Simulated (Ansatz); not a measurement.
ClHSSn, SMILES `[SH][Sn][Cl]`. Charge 0, multiplicity 1. Correlated methods include outer-core shells of Sn, which these sets cover unevenly. Sn takes the def2 core potential.

```xyz
4

S     1.488    0.145    0.468
Sn    0.033   -0.996   -1.104
Cl   -1.994    0.022   -0.386
H     0.473    0.830    1.023
```

**Question.** Give the diagnostics of a CCSD(T)/def2-TZVPP run (frozen core, the Gaussian-basis code of Ansatz). (An estimate is asked.)

**Answer.** Computed: T1 = 0.0150, largest single amplitude 0.032, largest double 0.047, (T) share of the correlation energy 3.9 %, 11 CCSD cycles. The RHF solution is stable towards an unrestricted one. T1 lies under the customary mark of 0.02 for closed shells.
